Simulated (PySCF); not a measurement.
A calculation to check before its numbers are used.

A geometry optimisation on C4H12MoSe4, SMILES `C[Se][Mo]([Se]C)([Se]C)[Se]C` (triplet state). Computed with PySCF 2.14.0, PBE0-D3(BJ)/def2-SVP geometry optimisation, gas phase, def2 core potentials past Kr.

Driver input (Å, GFN2-xTB start):

```
{"job": {"xc": "PBE0", "basis": "def2-SVP", "d3": "d3bj", "grid": 1, "maxiter": 40, "shake": 0.03, "kind": "geom"}, "charge": 0, "multiplicity": 3}
Mo     0.0672    -0.2453    -0.2321
Se     0.2078    -0.0397     2.1617
C      1.2831    -1.6044     2.4921
H      0.9037    -2.4800     2.1797
H      1.5319    -1.6681     3.5542
H      2.2657    -1.4706     1.9548
Se     2.2870    -0.6023    -0.9546
C      2.1873     0.0974    -2.8159
H      1.5869    -0.6333    -3.3367
H      3.1394     0.1944    -3.1617
H      1.5908     1.0304    -2.7611
Se    -1.0114     1.9179    -0.7967
C     -0.5016     3.2206     0.5235
H     -0.7542     2.8160     1.5537
H     -0.9044     4.1162     0.3601
H      0.6651     3.3230     0.5019
Se    -1.3640    -1.9081    -1.0540
C     -3.1061    -1.5489    -0.1272
H     -2.8878    -1.4304     0.9232
H     -3.8131    -2.3978    -0.2713
H     -3.5602    -0.6710    -0.6233
```

Output:

```
step   0  E = -9831.53336832  max force = 0.088232
step   1  E = -9831.56682211  max force = 0.010491
step   2  E = -9831.56839440  max force = 0.003037
step   3  E = -9831.56884221  max force = 0.001823
step   4  E = -9831.56912770  max force = 0.002755
step   5  E = -9831.56928119  max force = 0.004643
step   6  E = -9831.56960050  max force = 0.002947
step   7  E = -9831.56913567  max force = 0.005260
step   8  E = -9831.57024446  max force = 0.003241
step   9  E = -9831.57033139  max force = 0.001228
step  10  E = -9831.57043246  max force = 0.001295
step  11  E = -9831.57026595  max force = 0.002012
step  12  E = -9831.57032771  max force = 0.001811
step  13  E = -9831.57054911  max force = 0.003533
step  14  E = -9831.57058939  max force = 0.002579
step  15  E = -9831.57064287  max force = 0.001643
step  16  E = -9831.57066831  max force = 0.000773
step  17  E = -9831.57067674  max force = 0.000762
optimisation timeout
```

Energies are in Eh and forces in Eh/bohr.

**Question.** How far was the optimisation from its goal when time ran out?

**Answer.** After 18 gradient evaluations the largest force component was 0.00076 Eh/bohr against a threshold of 0.00045, and over the last 5 steps the energy changed by -0.219 kcal/mol in all, within a range of 0.219 kcal/mol, the last step by -0.005 kcal/mol. The energy rose in 2 of the 17 steps.

**Question.** How can it be mended?

**Answer.** Restart from the last geometry with more time.
